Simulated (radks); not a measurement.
Q: Pm26+, configuration [Ar] 3d10 4s2 4p5 (the NIST ground configuration). Method: scalar-relativistic Kohn-Sham, exchange-only LDA, spin-polarised, spherical densities, point nucleus; open shells are filled with parallel spins first (spin-orbit coupling, left out, can overturn this in heavy ions); computed with a radial shooting solver on a logarithmic mesh with Libxc functionals. Some entries of the table are withheld. Estimate them.

orbital  occ.  eigenvalue (eV)  <r^2> (bohr^2)  r(max) (bohr)
1s up       1        -45834.16       0.0007327        0.01480
1s down     1        -45833.47       0.0007327        0.01480
2s up       1        -8164.466         0.01155        0.08384
2s down     1        -8164.017         0.01155        0.08384
2p up       3        -7386.714        0.009245        0.06760
2p down     3        -7386.104        0.009245        0.06760
3s up       1        -2407.309         0.07617         0.2376
3s down     1        -2406.582         0.07614         0.2376
3p up       3        -2162.921         0.07575         0.2324
3p down     3        -2162.130         0.07571         0.2324
3d up       5        -1832.849         0.06322            (1)
3d down     5        -1832.110         0.06317            (2)
4s up       1        -1037.431          0.3271         0.5242
4s down     1        -1034.510          0.3272         0.5240
4p up       3              (3)          0.3478            (4)
4p down     2              (5)          0.3480            (6)

A: 
(1) 3d up r(max) (bohr): 0.1896
(2) 3d down r(max) (bohr): 0.1896
(3) 4p up eigenvalue (eV): -948.3101
(4) 4p up r(max) (bohr): 0.5381
(5) 4p down eigenvalue (eV): -945.4098
(6) 4p down r(max) (bohr): 0.5379
